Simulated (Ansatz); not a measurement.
Input file for Ansatz (an electronic-structure program): U-CCSD(T)/cc-pVDZ on BeH2 (SMILES [BeH2]), a point of a bond scan (R = 2.328 Å).

Ansatz 0.2 input:
```yaml
crystal:
  periodic: [false, false, false]
  atoms:
    - {symbol: Be, position_ang: [0.00000000, 0.00000000, 0.00000000]}
    - {symbol: H, position_ang: [-0.00000000, -0.00000000, -2.32765215]}
    - {symbol: H, position_ang: [0.00000000, 0.00000000, 2.32765215]}
basis:
  gaussian:
    orbitals: cc-pVDZ
correlation: {method: ccsd_t, electrons: outside_noble_gas}
scf: {omitted_lower_state_checks: [cluster_reference]}
magnetization: {spin_polarized: true, initial_magnetization: 0}
```

It printed:

```
WARN ansatz: RAYON_NUM_THREADS=2 ignored (pool sized by the plan → 2); use --threads N
Functional definition: HF
these checks for a lower state are left out or cut short: cluster_reference
integrals: 0.00 GiB planned
214 factors; integrals over basis functions are off by at most 1.5e-3 eV
mean field: 0.04 GiB planned
mean field evaluation 1: about -422.7916 eV, gradient 4.8e0 eV
mean field evaluation 2: about -422.7989 eV, gradient 4.9e0 eV
mean field evaluation 4: about -423.5465 eV, gradient 3.9e-1 eV
mean field evaluation 8: about -423.5499 eV, gradient 3.3e-2 eV
mean field evaluation 16: about -423.6444 eV, gradient 7.0e-1 eV
mean field evaluation 32: about -423.8916 eV, gradient 2.1e0 eV
mean field evaluation 64: about -422.0629 eV, gradient 4.0e0 eV
mean field -424.42698876 eV, -15.5974041501 hartree, gradient 1.4e-6 eV, S^2 0.998552; 7 other end points of the search recorded, 0 dependent functions left out
1 core orbitals not correlated
reference -424.42698876 eV, -15.5974041501 hartree; 2, 2 occupied and 21, 21 virtual orbitals, 214 factors
second order -0.67533446 eV of doubles, -0.00000000 eV of singles
coupled cluster: 0.05 GiB planned
cycle   1  -0.90649715 eV  change   -2.3e-1 eV  update   7.2e-2
cycle   2  -1.20533557 eV  change   -3.0e-1 eV  update   5.4e-2
cycle   3  -1.34884983 eV  change   -1.4e-1 eV  update   3.5e-2
cycle   4  -1.48062919 eV  change   -1.3e-1 eV  update   2.5e-2
cycle   5  -1.53128344 eV  change   -5.1e-2 eV  update   1.7e-2
cycle   6  -1.58913667 eV  change   -5.8e-2 eV  update   1.2e-2
cycle   7  -1.62648076 eV  change   -3.7e-2 eV  update   6.8e-3
cycle   8  -1.61952929 eV  change    7.0e-3 eV  update   3.3e-3
cycle   9  -1.62580383 eV  change   -6.3e-3 eV  update   2.4e-3
cycle  10  -1.63018646 eV  change   -4.4e-3 eV  update   1.6e-3
cycle  11  -1.63003952 eV  change    1.5e-4 eV  update   7.7e-4
cycle  12  -1.63040655 eV  change   -3.7e-4 eV  update   2.9e-4
cycle  13  -1.63016706 eV  change    2.4e-4 eV  update   1.2e-4
cycle  14  -1.63019434 eV  change   -2.7e-5 eV  update   5.1e-5
cycle  15  -1.63014751 eV  change    4.7e-5 eV  update   1.9e-5
cycle  16  -1.63013650 eV  change    1.1e-5 eV  update   5.9e-6
cycle  17  -1.63013605 eV  change    4.5e-7 eV  update   1.8e-6
coupled cluster: 0.05 GiB planned
perturbative correction -0.05872137 eV, -0.0021579706 hartree
WARN: the results are in doubt because among natural orbitals full CI differs from the method by -0.155 eV
Total energy: -426.11584619 eV, -15.6594685157 hartree
In doubt: among natural orbitals full CI differs from the method by -0.155 eV
Checks for a lower state left out: cluster_reference
```

Self-consistency was reached. Its determinant has ⟨S²⟩ = 1.00, a mixture of spin states.

Warnings raised: large difference.

Cost: about 1.0 core-seconds (a rough figure).
